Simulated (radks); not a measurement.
The numbers below are computed, except where a source is named.
These are the eigenvalues of the occupied orbitals of an atom or ion with whole-number occupations (Ry). Code: a radial shooting solver on a logarithmic mesh with Libxc functionals. Model: Dirac Kohn-Sham, PBE, spin-unpolarised, spherical densities, point nucleus.

orbital  eigenvalue
1s1/2     -3122.395

Which element is it, and in what charge state? The configuration may be excited. Open shells, if any, fill j = l - 1/2 first.

Answer. Z = 55, caesium, charge +54: Cs54+ in 1s1. The 1s level, -1561.2 hartree, gives Z - s = 55.9 by -(Z - s)^2/2, which with screening and relativity narrows Z to a few neighbours, and the depths must fix Z and the occupations together.
